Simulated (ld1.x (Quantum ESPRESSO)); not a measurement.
**LDA (PZ) PAW dataset for In, scalar-relativistic all-electron reference.**

```json
{"Element": "In (Z = 49)", "Generator": "ld1.x (Quantum ESPRESSO) 7.5", "Type": "PAW", "Functional": "LDA (PZ)", "Relativity": "scalar-relativistic", "Frozen core": "[Kr]", "Valence charge": "13", "Reference configuration": "4d10 5s1.5 5p0 (charge +1.5)", "Partial waves": "5s (bound): rcut 1.65, rcutus 2.25 bohr; 5s channel at -0.7 Ry: rcut 1.65, rcutus 2.25 bohr; 5p (bound, empty): rcut 1.30, rcutus 1.80 bohr; 5p channel at 2.2 Ry: rcut 1.30, rcutus 1.80 bohr; 4d (bound): rcut 1.20, rcutus 1.60 bohr; 4d channel at -1.4 Ry: rcut 1.20, rcutus 1.60 bohr", "Local potential": "all-electron potential smoothed inside 1.35 bohr (lloc = -1)", "Core correction": "a·sin(br)/r model core, default radius (ld1.x builds one for every PAW set, though the input has nlcc=.false.)", "Augmentation charge": "BESSEL, radius 1.05 bohr"}
```

All-electron outer shells of the reference configuration (LDA (PZ), scalar-relativistic, ld1.x):

| shell | level (eV) | outermost node (bohr) | outermost maximum (bohr) |
| --- | --- | --- | --- |
| 4p | -90.80 | 0.42 | 0.82 |
| 4d | -31.38 | 0.40 | 0.94 |
| 5s | -19.64 | 1.02 | 2.08 |
| 5p | -12.52 | 1.13 | 2.51 |

What the tests gave:

```
Cutoffs needed                            : 50 Ry and 90 Ry (the cutoffs (Ry, on a coarse ladder) from which the occupation-weighted sum of valence levels, in a spherical-Bessel basis at the reference potential, stays within 10 and 1 mRy of its value at 400 Ry)
Ghost test                                : ghost states, extra bound levels that the all-electron valence spectrum of the same l lacks: s at -175.8 eV, p at -82.5 eV; a true bound ghost makes a file unfit for plane-wave use (spherical-Bessel basis up to 400 Ry, 20 bohr box)
Configuration tests                       : 4 of 9 tests not solved or not reliable; not counted: 4d10 5s2 5p1.3 (solver errors, printed error -4.6 eV); 4d9 5s2 5p1 (solver errors, printed error -3.8 eV); 4d10 5s2 5p1 (solver errors, printed error -2.9 eV); 1 more
Lowest eigenvalue of the overlap operator : 0.23 (s channel)
```

Generation and tests took about 2.6 s on one core of a shared server CPU.
